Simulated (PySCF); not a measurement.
Bi(F)(TeH)2 (BiFH₂Te₂), SMILES [F][Bi]([TeH])[TeH].

Coordinates come from a PBE-D3(BJ)/def2-SVP optimisation. The structure was generated by enumeration; whether it is a known compound was not checked. The def2 effective core potentials stand for the cores of Bi, Te; spin–orbit coupling is left out.

Method: B3LYP/def2-TZVP (PySCF).

Isolated molecule, no solvent.

Computed frontier levels, gap, dipole moment and polarisability:
```
Item                                                                                                             Result
---------------------------------------------------------------------------------------------  ------------------------
highest occupied level                                                                                         -6.42 eV
lowest empty level                                                                                             -2.60 eV
orbital gap                                                                                                     3.82 eV
dipole moment                                                                                                    3.15 D
quadrupole, principal values (traceless, Buckingham form, about the centre of nuclear charge)   -16.40, 5.40, 11.00 D·Å
mean static polarisability                                                                       131.1 bohr³ (19.42 Å³)
polarisability, principal values                                                               84.4, 132.0, 176.8 bohr³
```
